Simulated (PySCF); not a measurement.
Compound: C7H10F (doublet state).
Z-matrix (Å and degrees, GFN2-xTB geometry), rows numbered from 1:
```
C 
C   1  1.3513
C   2  1.4141  1  127.89
C   3  1.4964  2  120.39  1     0.85
C   3  1.4288  2  121.05  1  -178.65
C   5  1.3538  3  125.83  2    -0.10
C   5  1.5133  3  116.36  2   179.80
F   7  1.3711  5  112.46  3  -178.01
H   1  1.0753  2  120.31  3  -179.84
H   1  1.0753  2  123.95  3     0.26
H   2  1.0804  1  116.05  3  -179.91
H   4  1.0839  3  111.30  2     3.83
H   4  1.0902  3  111.03  2   124.21
H   4  1.0911  3  110.80  2  -116.44
H   6  1.0747  5  120.54  3   179.62
H   6  1.0729  5  123.26  3    -0.20
H   7  1.0970  5  111.18  3    63.12
H   7  1.0963  5  111.29  3   -59.07
```

The hyperfine couplings belong to this conformer and change with its torsions.

The species is `C=C[C](C)C(=C)CF` [radical].

Computed, not measured: UKS B3LYP, pcH-1 on C F H, non-relativistic, mean-field spin-orbit, GIAO (PySCF 2.14.0). One conformer (not necessarily the lowest) at the GFN2-xTB geometry, without solvent, vibrations or thermal averaging. Couplings are sensitive to structure, and on GFN2-xTB geometries they can be far from those on DFT ones. The SCF solution wasn't tested for stability. ⟨S²⟩ is 0.789 where a pure state has 0.75.

The largest Mulliken spin populations are on C3 (+0.59), C6 (+0.49), C1 (+0.45) and C5 (-0.23). Three atoms exceed +0.15. The positive populations add up to 1.59 and the negative ones to -0.59, together 2S = 1. The angles at C3 add up to 360.0°, so it is planar.

Question: Test a(H) = Q·ρ(C) for the protons on planar carbons with a spin population beyond ±0.08.

Answer: 
```
  H   C    ρ(C)  a(H) (G)  a/ρ (G)
 H9  C1  +0.448     -9.90    -22.1
H10  C1  +0.448     -9.41    -21.0
H11  C2  -0.220     +3.56    -16.2
H15  C6  +0.487    -10.75    -22.1
H16  C6  +0.487    -10.05    -20.6
```

A least-squares line through the origin gives Q = -21.2 G with Mulliken populations. In every row coupling and population have opposite signs. Where ρ is negative the coupling is positive.

Question: Leave H10 and its like out of the fit. How well does the relation then predict its coupling?

Answer: The other protons give Q = -20.9 G, so a = -20.9 × 0.448 ≈ -9.35 G, against the computed -9.41 G.

Question: List the C–H protons on four-coordinate carbons next to a three-coordinate spin centre, with their couplings and θ (C–H bond against the normal to the plane of the centre's neighbours, projected along the bond that joins the two).

Answer: 
| β H | on | centre | θ (°) | cos²θ | a (G) |
| --- | --- | --- | --- | --- | --- |
| H12 | C4 | C3 | 86 | 0.00 | +0.71 |
| H13 | C4 | C3 | 34 | 0.69 | +18.51 |
| H14 | C4 | C3 | 27 | 0.80 | +21.29 |

Fitting the Heller–McConnell form a = ρ(B0 + B2 cos²θ), with Mulliken ρ = 0.59, gives B0 = 1.0 G and B2 = 44.2 G, with a largest miss of 0.0 G. By this fit the coupling would be 26.6 G at θ = 0° and 0.6 G at 90°.

Question: What would the freely rotating methyl group on C4 show?

Answer: Three equal couplings, a 1:3:3:1 quartet. The mean of the three values of this geometry estimates the splitting: 13.5 G, or 37.8 MHz (three bonds 120° apart have a mean cos²θ of 1/2 at any torsion).

Couplings in gauss use g_iso = 2.0026.
